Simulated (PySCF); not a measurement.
Isomers of C5H12GeO2 side by side.

PySCF, B3LYP/def2-SVPD, density fitting, gas phase; each molecule at its own PBE0-D3(BJ)/def2-SVP geometry, one conformer. Singlet excitations by full TDDFT with frozen cores, triplets by Tamm–Dancoff TDDFT and ionisation energies by ΔSCF, from the lowest of the holes tried. 

Torsions of the conformers computed, which needn't be the lowest (atom-mapped SMILES):
- `[CH2:1]=[CH:2][CH2:3][O:4][Ge@@H:5]([CH3:6])[O:7][CH3:8]`: C1–C2–C3–O4 -113°, C2–C3–O4–Ge5 -50°, C3–O4–Ge5–C6 -156°, O4–Ge5–O7–C8 157°
- `[CH2:1]=[C:2]([CH3:3])[GeH:4]([O:5][CH3:6])[O:7][CH3:8]`: C1–C2–Ge4–O5 5°, C2–Ge4–O5–C6 92°, C2–Ge4–O7–C8 55°
- `[CH3:1][O:2][GeH:3]([O:4][CH3:5])[CH:6]1[CH2:7][CH2:8]1`: C1–O2–Ge3–O4 -131°, O2–Ge3–O4–C5 50°, O2–Ge3–C6–C7 76°

The conformers of `CC[C@@H]1C[O][Ge@@H]([CH3])[O]1`, `CC[C@@H]1C[O][Ge@H]([CH3])[O]1`, `CC(C)[C@H]1C[O][GeH2][O]1` and `CCC[C@@H]1C[O][GeH2][O]1` aren't listed.

Reference: `CC[C@@H]1C[O][Ge@@H]([CH3])[O]1`, with HOMO energy -7.30 eV, LUMO energy 0.21 eV, lowest singlet excitation 6.51 eV, lowest triplet excitation 6.25 eV, mean polarisability 94.9 au and vertical ionisation energy 9.35 eV.

Changes against it:

| molecule | Δ electronic energy (kcal/mol) | Δ HOMO energy (eV) | Δ LUMO energy (eV) | Δ lowest singlet excitation (eV) | Δ lowest triplet excitation (eV) | Δ mean polarisability (au) | Δ vertical ionisation energy (eV) |
| --- | --- | --- | --- | --- | --- | --- | --- |
| CC[C@@H]1C[O][Ge@H]([CH3])[O]1 | +0.1 | 0.00 | -0.02 | -0.01 | 0.00 | -0.2 | 0.00 |
| CC(C)[C@H]1C[O][GeH2][O]1 | +9.4 | -0.06 | -0.60 | -0.51 | -0.46 | -1.2 | +0.02 |
| C[O][GeH]([O]C)[CH]1CC1 | +29.9 | -0.09 | +0.12 | +0.24 | +0.24 | +2.0 | -0.07 |
| CCC[C@@H]1C[O][GeH2][O]1 | +8.7 | -0.16 | -0.59 | -0.43 | -0.39 | -0.2 | +0.13 |

Rows whose labels were lost:

```
row  Δ electronic energy (kcal/mol)  Δ HOMO energy (eV)  Δ LUMO energy (eV)  Δ lowest singlet excitation (eV)  Δ lowest triplet excitation (eV)  Δ mean polarisability (au)  Δ vertical ionisation energy (eV)
  P                           +24.5               -0.16               -0.89                             -0.74                             -1.98                        +4.7                              -0.03
  Q                           +22.4               -0.09               -0.50                             -0.38                             -1.86                        +6.2                              -0.14
```

Problem. Which row belongs to which of `C=CC[O][Ge@@H]([CH3])[O]C` and `C=[C](C)[GeH]([O]C)[O]C`?

Solution. P = `C=[C](C)[GeH]([O]C)[O]C` and Q = `C=CC[O][Ge@@H]([CH3])[O]C`. P and Q are told apart most clearly by the LUMO energy (-0.89 against -0.50 eV).

Problem. Which row has the smallest HOMO–LUMO gap and which the largest, and does the HOMO or the LUMO shift more there?

Solution. Smallest, counted from the reference: P, -0.73 eV (HOMO -0.16, LUMO -0.89), the larger shift being that of the LUMO. Largest: `C[O][GeH]([O]C)[CH]1CC1`, +0.21 eV (HOMO -0.09, LUMO +0.12), the larger shift being that of neither alone.
